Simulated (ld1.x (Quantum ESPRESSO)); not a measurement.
# Building the ultrasoft potential for Tl (PBE, fully relativistic).

Input for ld1.x (Quantum ESPRESSO) 7.5:

```
&input
   title='Tl', zed=81., rel=2, dft='PBE', iswitch=3,
   config='[Xe] 4f14 5d10 6s2 6p0.5', rel_dist='average',
   nld=3, rlderiv=3.20, eminld=-3.0, emaxld=5.0, deld=0.02
 /
 &inputp
   pseudotype=3, tm=.true., lloc=-1, rcloc=2.45,
   nlcc=.false.,
   which_augfun='PSQ', rmatch_augfun=1.00,
   file_pseudopw='Tl.UPF', file_wfcaegen='ae.wfc', file_wfcncgen='nc.wfc', file_beta='beta', file_chi='chi', file_wfcusgen='us.wfc'
 /
4
6S  1  0   2.00   0.00  1.45  2.00  0.0
6S  1  0   0.00  -0.05  1.45  2.00  0.0
6P  2  1   0.50   0.00  2.40  2.95  0.0
6P  2  1   0.00   1.80  2.40  2.95  0.0
 &test
   configts(1)='6s2 6p0.5'
 /
```

Command:

```bash
ld1.x < Tl.in > Tl.out
```

The program printed (shortened: banner, matrices, multipoles, cross overlaps and the repeated all-electron block are left out):

```
Program LD1 v.7.5
     --------------------------- All-electron run ----------------------------

     Tl
     dirac relativistic calculation

     atomic number is 81.00
     dft =PBE   lsd =0 sic =0 latt =0  beta=0.20 tr2=1.0E-14
     Exchange-correlation= PBE
                           (   1   4   3   4   0   0   0)
     mesh =1281 r(mesh) = 100.03807 a.u. xmin = -7.00 dx = 0.01250
     1 Ry =  13.60569312 eV, c = 137.03599908

     n l j   nl                  e(Ry)          e(Ha)          e(eV)
     Spin orbit split results
     1 0 0.5 1S 1( 2.00)     -6283.6832     -3141.8416    -85493.8653
     2 0 0.5 2S 1( 2.00)     -1118.0228      -559.0114    -15211.4756
     2 1 0.5 2P 1( 2.00)     -1073.0102      -536.5051    -14599.0473
     2 1 1.5 2P 1( 4.00)      -921.1611      -460.5806    -12533.0358
     3 0 0.5 3S 1( 2.00)      -267.0170      -133.5085     -3632.9517
     3 1 0.5 3P 1( 2.00)      -246.7641      -123.3820     -3357.3960
     3 1 1.5 3P 1( 4.00)      -213.0045      -106.5022     -2898.0737
     4 0 0.5 4S 1( 2.00)       -59.7870       -29.8935      -813.4437
     4 1 0.5 4P 1( 2.00)       -51.0680       -25.5340      -694.8156
     4 1 1.5 4P 1( 4.00)       -42.8607       -21.4303      -583.1491
     3 2 1.5 3D 1( 4.00)      -179.6744       -89.8372     -2444.5947
     3 2 2.5 3D 1( 6.00)      -172.4668       -86.2334     -2346.5303
     5 0 0.5 5S 1( 2.00)        -9.8515        -4.9258      -134.0369
     5 1 0.5 5P 1( 2.00)        -6.9290        -3.4645       -94.2739
     5 1 1.5 5P 1( 4.00)        -5.4435        -2.7217       -74.0623
     4 2 1.5 4D 1( 4.00)       -28.6566       -14.3283      -389.8930
     4 2 2.5 4D 1( 6.00)       -27.1258       -13.5629      -369.0652
     4 3 2.5 4F 1( 6.00)        -8.7925        -4.3962      -119.6275
     4 3 3.5 4F 1( 8.00)        -8.4545        -4.2272      -115.0290
     5 2 1.5 5D 1( 4.00)        -1.4851        -0.7425       -20.2056
     5 2 2.5 5D 1( 6.00)        -1.3234        -0.6617       -18.0057
     6 0 0.5 6S 1( 2.00)        -0.9358        -0.4679       -12.7325
     6 1 0.5 6P 1( 0.17)        -0.4441        -0.2220        -6.0421
     6 1 1.5 6P 1( 0.33)        -0.3531        -0.1766        -4.8045
     Averaged results
     1 0     1S 1( 2.00)     -6283.6832     -3141.8416    -85493.8653
     2 0     2S 1( 2.00)     -1118.0228      -559.0114    -15211.4756
     2 1     2P 1( 6.00)      -971.7775      -485.8887    -13221.7063
     3 0     3S 1( 2.00)      -267.0170      -133.5085     -3632.9517
     3 1     3P 1( 6.00)      -224.2577      -112.1288     -3051.1812
     4 0     4S 1( 2.00)       -59.7870       -29.8935      -813.4437
     4 1     4P 1( 6.00)       -45.5964       -22.7982      -620.3713
     3 2     3D 1(10.00)      -175.3498       -87.6749     -2385.7561
     5 0     5S 1( 2.00)        -9.8515        -4.9258      -134.0369
     5 1     5P 1( 6.00)        -5.9387        -2.9693       -80.7995
     4 2     4D 1(10.00)       -27.7381       -13.8691      -377.3963
     4 3     4F 1(14.00)        -8.5993        -4.2997      -116.9998
     5 2     5D 1(10.00)        -1.3881        -0.6940       -18.8856
     6 0     6S 1( 2.00)        -0.9358        -0.4679       -12.7325
     6 1     6P 1( 0.50)        -0.3834        -0.1917        -5.2170

     final scf error:  9.6E-15 reached in  37 iterations

     Etot =  -40577.593149 Ry,  -20288.796575 Ha, -552086.280058 eV

     Ekin =   47041.154461 Ry,   23520.577230 Ha,  640027.511745 eV
     Encl = -102539.067117 Ry,  -51269.533559 Ha,-1395115.080316 eV
     Eh   =   15684.037354 Ry,    7842.018677 Ha,  213392.199166 eV
     Exc  =    -763.717847 Ry,    -381.858923 Ha,  -10390.910654 eV

     normalization and overlap integrals

     s(1S/1S) =  1.000000  <r> =   0.0163  <r2> =    0.0004  r(max) =   0.0100
     s(2S/2S) =  1.000000  <r> =   0.0680  <r2> =    0.0055  r(max) =   0.0582
     s(2P/2P) =  1.000000  <r> =   0.0559  <r2> =    0.0039  r(max) =   0.0431
     s(2P/2P) =  1.000000  <r> =   0.0647  <r2> =    0.0051  r(max) =   0.0507
     s(3S/3S) =  1.000000  <r> =   0.1770  <r2> =    0.0360  r(max) =   0.1642
     s(3P/3P) =  1.000000  <r> =   0.1674  <r2> =    0.0327  r(max) =   0.1523
     s(3P/3P) =  1.000000  <r> =   0.1835  <r2> =    0.0391  r(max) =   0.1683
     s(4S/4S) =  1.000000  <r> =   0.3914  <r2> =    0.1731  r(max) =   0.3699
     s(4P/4P) =  1.000000  <r> =   0.3931  <r2> =    0.1760  r(max) =   0.3653
     s(4P/4P) =  1.000000  <r> =   0.4274  <r2> =    0.2077  r(max) =   0.3987
     s(3D/3D) =  1.000000  <r> =   0.1595  <r2> =    0.0299  r(max) =   0.1311
     s(3D/3D) =  1.000000  <r> =   0.1644  <r2> =    0.0316  r(max) =   0.1344
     s(5S/5S) =  1.000000  <r> =   0.8779  <r2> =    0.8643  r(max) =   0.8131
     s(5P/5P) =  1.000000  <r> =   0.9420  <r2> =    1.0017  r(max) =   0.8547
     s(5P/5P) =  1.000000  <r> =   1.0364  <r2> =    1.2140  r(max) =   0.9329
     s(4D/4D) =  1.000000  <r> =   0.4334  <r2> =    0.2171  r(max) =   0.3889
     s(4D/4D) =  1.000000  <r> =   0.4445  <r2> =    0.2281  r(max) =   0.3987
     s(4F/4F) =  1.000000  <r> =   0.4645  <r2> =    0.2594  r(max) =   0.3563
     s(4F/4F) =  1.000000  <r> =   0.4710  <r2> =    0.2667  r(max) =   0.3608
     s(5D/5D) =  1.000000  <r> =   1.3561  <r2> =    2.1577  r(max) =   1.0975
     s(5D/5D) =  1.000000  <r> =   1.4120  <r2> =    2.3468  r(max) =   1.1253
     s(6S/6S) =  1.000000  <r> =   2.4366  <r2> =    6.7542  r(max) =   2.0504
     s(6P/6P) =  1.000000  <r> =   3.1837  <r2> =   11.7640  r(max) =   2.5359
     s(6P/6P) =  1.000000  <r> =   3.6478  <r2> =   15.4397  r(max) =   2.9097

     ------------------------ End of All-electron run ------------------------

     --------------------- Generating US pseudopotential ---------------------

      Generating local potential from pseudized AE potential:
      Matching radius rcloc =   2.4500

      Local pseudo, rcloc= 2.473 Estimated cut-off energy=     3.98 Ry

     Fully relativistic calculation: |psi|^2

     Wfc 6S LC norm =  0.99991299 SC norm =  0.00008594 missing  0.00000108

     Wfc 6P LC norm =  0.99995197 SC norm =  0.00004784 missing  0.00000019

     Wfc 6P LC norm =  0.99996452 SC norm =  0.00003238 missing  0.00000311
      Wfc-us  6S rcutus= 2.025  Estimated cut-off energy=    10.74 Ry
      Wfc-us  6S rcutus= 2.025  Estimated cut-off energy=    11.98 Ry
      Wfc-us  6P rcutus= 2.946  Estimated cut-off energy=     8.86 Ry
      Wfc-us  6P rcutus= 2.946  Estimated cut-off energy=     8.64 Ry
      Wfc-us  6P rcutus= 2.946  Estimated cut-off energy=    16.91 Ry
      Wfc-us  6P rcutus= 2.946  Estimated cut-off energy=    15.23 Ry

     Q pseudized with Bessel functions
     Expected ecutrho=     371.1125 due to l1=  1   l2=  1

     ------------------- End of pseudopotential generation -------------------

     Computing logarithmic derivative in   3.19575
     Computing logarithmic derivative in   3.19575
     Computing the partial wave expansion
     R is outside the sphere for l=    0 j= 0.50
     R is outside the sphere for l=    0 j= 0.50
     R is outside the sphere for l=    1 j= 0.50
     R is outside the sphere for l=    1 j= 0.50
     R is outside the sphere for l=    1 j= 1.50
     R is outside the sphere for l=    1 j= 1.50

     ---------------------- Testing the pseudopotential ----------------------

     Tl
     dirac relativistic calculation

     atomic number is 81.00   valence charge is  3.00
     dft =PBE   lsd =0 sic =0 latt =0  beta=0.20 tr2=1.0E-14
     mesh =1281 r(mesh) = 100.03807 xmin = -7.00 dx = 0.01250

     n l  j  nl             e AE (Ry)       e PS (Ry)    De AE-PS (Ry)
     1 0 0.5 6S   1( 2.00)       -0.93583       -0.93583        0.00000
     2 1 0.5 6P   1( 0.17)       -0.44409       -0.44409       -0.00000
     2 1 1.5 6P   1( 0.33)       -0.35312       -0.35312        0.00000

     eps = 2.2E-17  iter =  6

     Etot =  -40577.593149 Ry,  -20288.796575 Ha, -552086.280058 eV
     Etotps =    -3.909537 Ry,      -1.954769 Ha,     -53.191965 eV

     Ekin =       1.170110 Ry,       0.585055 Ha,      15.920157 eV
     Encl =      -7.368778 Ry,      -3.684389 Ha,    -100.257331 eV
     Ehrt =       2.145495 Ry,       1.072748 Ha,      29.190949 eV
     Ecxc =      -1.051311 Ry,      -0.525655 Ha,     -14.303809 eV
     Epseu=       1.194946 Ry,       0.597473 Ha,      16.258069 eV

     ---------------------- End of pseudopotential test ----------------------
```

Note: ghost state, extra bound levels that the all-electron valence spectrum of the same l lacks: d at -1.54 eV. A true bound ghost makes a file unfit for plane-wave use.

Generation and configuration tests took about 2.9 s on one core of a shared server CPU.
